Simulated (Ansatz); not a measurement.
Born–Oppenheimer molecular dynamics of CH$_{7}$BN$_{2}$ (11 atoms, charge 0, multiplicity 1). It goes on from the last frame of an earlier run, with new velocities.

These are results of RKS CAM-B3LYP-D4/6-31G (Ansatz 0.2.0), not measurements.

```yaml
ensemble: NVE (velocity Verlet)
time_step: 0.25 fs
steps_asked: 250
starting_velocities_drawn_for: 3000 K
seed: 636855
```

Frames 1.25 fs apart, positions in Å, forces in eV/Å.

Velocities at 37.5 fs (Å/ps):

```
B 6.12 -16.77 2.21
N 3.57 24.75 -2.23
H 37.89 20.13 -71.16
H -25.89 -76.73 43.35
N -3.02 -2.60 -5.46
H 24.21 21.21 -41.38
H -30.68 -13.95 -19.39
C -4.23 -13.66 14.70
H -72.00 57.12 -25.03
H 95.20 55.23 63.46
H -51.60 -28.21 -41.88
```

```xyz
11
Properties=species:S:1:pos:R:3:forces:R:3 time_fs=37.5 energy_less_start_eV=-0.057 T=3049
B -0.258 -0.425 0.294 1.85 2.10 -2.03
N -0.925 -0.748 1.482 -3.74 0.92 0.53
H -1.922 -0.240 1.699 3.86 -1.51 -0.48
H -0.890 -1.670 1.838 -0.23 -1.07 0.61
N 0.548 -1.220 -0.653 0.68 -2.52 0.12
H 0.998 -2.187 -0.696 -1.42 1.26 1.90
H 0.709 -1.049 -1.631 -0.44 2.02 -0.14
C -0.290 1.192 0.016 0.69 0.25 1.45
H 0.514 1.792 0.586 -1.32 -1.36 0.99
H 0.220 1.545 -0.861 -1.27 -0.16 -2.02
H -1.314 1.596 0.308 1.35 0.07 -0.94
11
Properties=species:S:1:pos:R:3:forces:R:3 time_fs=38.75 energy_less_start_eV=0.404 T=2655
B -0.249 -0.444 0.295 2.24 2.37 -2.21
N -0.923 -0.718 1.480 -2.17 -4.35 1.99
H -1.849 -0.225 1.609 1.90 -0.68 0.34
H -0.925 -1.761 1.892 -0.26 3.24 -1.16
N 0.544 -1.225 -0.660 0.63 -1.87 -0.68
H 1.018 -2.153 -0.733 -1.11 0.44 2.09
H 0.667 -1.051 -1.655 -0.58 2.03 0.36
C -0.295 1.175 0.035 0.30 1.04 -0.40
H 0.416 1.854 0.565 -0.67 -1.15 2.27
H 0.328 1.611 -0.796 -2.10 -1.04 -1.59
H -1.367 1.561 0.248 1.81 -0.03 -1.03
11
Properties=species:S:1:pos:R:3:forces:R:3 time_fs=40 energy_less_start_eV=1.093 T=2063
B -0.237 -0.461 0.294 2.41 2.43 -1.95
N -0.922 -0.692 1.480 1.89 -7.86 1.89
H -1.751 -0.218 1.523 -2.53 1.58 1.13
H -0.963 -1.807 1.929 -0.16 4.47 -1.69
N 0.541 -1.231 -0.667 -0.04 -0.37 -1.20
H 1.022 -2.113 -0.739 -0.39 -0.85 1.88
H 0.617 -1.024 -1.674 -0.50 1.69 0.94
C -0.300 1.160 0.053 0.30 1.55 -1.91
H 0.308 1.898 0.578 -0.20 -0.84 2.96
H 0.404 1.661 -0.754 -2.56 -1.72 -1.08
H -1.393 1.526 0.173 1.78 -0.06 -0.97
11
Properties=species:S:1:pos:R:3:forces:R:3 time_fs=41.25 energy_less_start_eV=1.313 T=1877
B -0.222 -0.473 0.289 2.24 2.44 -1.33
N -0.920 -0.675 1.482 4.68 -9.77 1.86
H -1.690 -0.188 1.453 -5.50 3.38 1.16
H -1.004 -1.788 1.942 -0.06 4.55 -1.73
N 0.539 -1.238 -0.676 -0.97 1.31 -1.30
H 1.020 -2.085 -0.717 0.39 -2.02 1.37
H 0.559 -0.971 -1.679 -0.18 1.03 1.30
C -0.304 1.146 0.069 0.81 2.07 -2.75
H 0.196 1.930 0.634 -0.11 -0.91 2.82
H 0.443 1.687 -0.729 -2.61 -2.04 -0.54
H -1.394 1.489 0.084 1.32 -0.05 -0.86
11
Properties=species:S:1:pos:R:3:forces:R:3 time_fs=42.5 energy_less_start_eV=0.418 T=2642
B -0.203 -0.483 0.283 1.67 2.53 -0.46
N -0.913 -0.667 1.486 1.27 -6.69 1.26
H -1.702 -0.112 1.401 -2.06 1.22 1.19
H -1.045 -1.701 1.929 0.02 3.51 -1.31
N 0.535 -1.244 -0.687 -1.25 1.71 -0.98
H 1.024 -2.086 -0.675 0.44 -1.81 0.74
H 0.499 -0.903 -1.665 0.30 0.25 1.24
C -0.307 1.135 0.082 1.62 2.74 -2.83
H 0.082 1.947 0.731 -0.26 -1.48 1.87
H 0.443 1.682 -0.712 -2.35 -1.99 0.03
H -1.375 1.452 -0.018 0.61 0.01 -0.73
11
Properties=species:S:1:pos:R:3:forces:R:3 time_fs=43.75 energy_less_start_eV=-0.202 T=3172
B -0.182 -0.488 0.276 0.80 2.66 0.59
N -0.904 -0.667 1.491 -1.68 -0.43 -0.95
H -1.745 -0.019 1.367 1.56 -1.38 1.46
H -1.087 -1.566 1.898 -0.38 -0.29 0.35
N 0.530 -1.247 -0.698 -0.72 0.65 -0.12
H 1.032 -2.112 -0.622 -0.29 -0.27 -0.02
H 0.443 -0.831 -1.633 0.79 -0.41 0.65
C -0.308 1.128 0.091 1.88 3.08 -2.21
H -0.036 1.942 0.855 -0.32 -2.13 0.40
H 0.408 1.648 -0.694 -1.62 -1.51 0.37
H -1.347 1.415 -0.132 -0.01 0.04 -0.53
11
Properties=species:S:1:pos:R:3:forces:R:3 time_fs=45 energy_less_start_eV=0.371 T=2684
B -0.161 -0.491 0.270 -0.14 2.64 1.63
N -0.898 -0.667 1.495 -0.99 7.34 -4.57
H -1.768 0.056 1.354 2.94 -2.44 1.50
H -1.136 -1.439 1.875 -2.13 -7.01 3.59
N 0.524 -1.251 -0.709 -0.11 -0.52 1.06
H 1.037 -2.143 -0.569 -0.98 1.14 -0.81
H 0.399 -0.765 -1.592 1.15 -0.81 -0.23
C -0.307 1.124 0.098 0.80 2.58 -0.97
H -0.159 1.906 0.985 -0.14 -2.42 -1.16
H 0.351 1.592 -0.672 -0.17 -0.45 0.08
H -1.318 1.379 -0.252 -0.24 -0.04 -0.11
11
Properties=species:S:1:pos:R:3:forces:R:3 time_fs=46.25 energy_less_start_eV=0.655 T=2439
B -0.139 -0.489 0.266 -0.92 2.42 2.27
N -0.892 -0.659 1.494 -1.11 6.19 -3.91
H -1.748 0.096 1.364 3.05 -2.49 1.32
H -1.215 -1.406 1.901 -1.90 -5.74 2.94
N 0.518 -1.254 -0.719 0.10 -0.92 2.00
H 1.027 -2.157 -0.528 -1.15 1.65 -1.37
H 0.372 -0.711 -1.554 1.36 -1.01 -0.98
C -0.305 1.124 0.103 -1.54 1.19 0.70
H -0.283 1.834 1.099 0.27 -2.18 -2.45
H 0.291 1.530 -0.650 1.93 1.09 -1.07
H -1.293 1.342 -0.374 -0.09 -0.20 0.57
11
Properties=species:S:1:pos:R:3:forces:R:3 time_fs=47.5 energy_less_start_eV=0.657 T=2436
B -0.118 -0.484 0.266 -1.46 2.04 2.40
N -0.887 -0.646 1.490 -3.01 -0.33 -0.11
H -1.683 0.099 1.393 2.17 -1.72 1.03
H -1.319 -1.454 1.966 0.99 0.08 -0.55
N 0.512 -1.259 -0.727 -0.21 -0.26 2.34
H 1.001 -2.148 -0.507 -0.78 1.15 -1.57
H 0.366 -0.672 -1.530 1.46 -1.20 -1.29
C -0.305 1.125 0.110 -3.49 -0.21 1.52
H -0.403 1.730 1.176 0.77 -1.48 -3.22
H 0.260 1.483 -0.643 3.42 2.22 -1.84
H -1.269 1.302 -0.488 0.13 -0.30 1.29
11
Properties=species:S:1:pos:R:3:forces:R:3 time_fs=48.75 energy_less_start_eV=1.031 T=2115
B -0.100 -0.476 0.268 -1.79 1.56 2.22
N -0.886 -0.633 1.485 -1.99 -4.88 1.77
H -1.588 0.078 1.437 -0.27 0.54 0.75
H -1.409 -1.505 2.026 2.51 2.40 -2.15
N 0.506 -1.264 -0.733 -1.00 1.48 2.05
H 0.964 -2.124 -0.510 0.07 -0.33 -1.34
H 0.381 -0.651 -1.525 1.47 -1.41 -1.18
C -0.309 1.125 0.117 -3.37 -0.76 -0.15
H -0.511 1.605 1.206 1.18 -0.40 -3.29
H 0.277 1.468 -0.661 2.89 2.09 -0.51
H -1.243 1.257 -0.583 0.30 -0.29 1.83
11
Properties=species:S:1:pos:R:3:forces:R:3 time_fs=50 energy_less_start_eV=1.528 T=1690
B -0.084 -0.467 0.274 -1.98 1.08 1.84
N -0.887 -0.625 1.482 0.82 -8.93 2.07
H -1.498 0.068 1.493 -3.43 3.96 0.85
H -1.464 -1.523 2.055 2.97 2.92 -2.58
N 0.498 -1.267 -0.737 -1.80 3.42 1.49
H 0.928 -2.104 -0.532 0.98 -2.10 -0.88
H 0.418 -0.651 -1.537 1.35 -1.50 -0.84
C -0.317 1.125 0.125 -1.86 -0.99 -3.17
H -0.602 1.473 1.187 1.34 0.94 -2.48
H 0.336 1.484 -0.686 1.24 1.37 1.63
H -1.212 1.209 -0.650 0.39 -0.19 2.07
11
Properties=species:S:1:pos:R:3:forces:R:3 time_fs=51.25 energy_less_start_eV=1.390 T=1808
B -0.070 -0.455 0.282 -2.09 0.67 1.35
N -0.887 -0.626 1.481 0.16 -8.34 1.83
H -1.454 0.111 1.562 -2.72 3.33 1.10
H -1.475 -1.497 2.047 2.99 2.70 -2.54
N 0.489 -1.266 -0.738 -1.59 3.54 1.20
H 0.906 -2.114 -0.567 0.99 -2.27 -0.64
H 0.474 -0.673 -1.562 1.08 -1.35 -0.45
C -0.328 1.124 0.129 0.04 -1.29 -5.94
H -0.674 1.356 1.133 1.05 2.30 -0.76
H 0.413 1.521 -0.688 -0.24 0.74 2.91
H -1.177 1.158 -0.687 0.33 -0.02 1.96
```

Of the whole run (62 fs, mean temperature of the second half 2612 K): The conserved energy stayed within 0.57 meV per atom of its start (net change 0.09 meV per atom), so the integration is sound. A run of 0.062 ps of so small a system gives no equilibrium averages. Limits of this set-up: no polarisation functions.

Time of the run: 5.4 min on 1 thread of Intel(R) Xeon(R) 6975P-C (Granite Rapids) (shared host), peak memory 0.14 GiB.
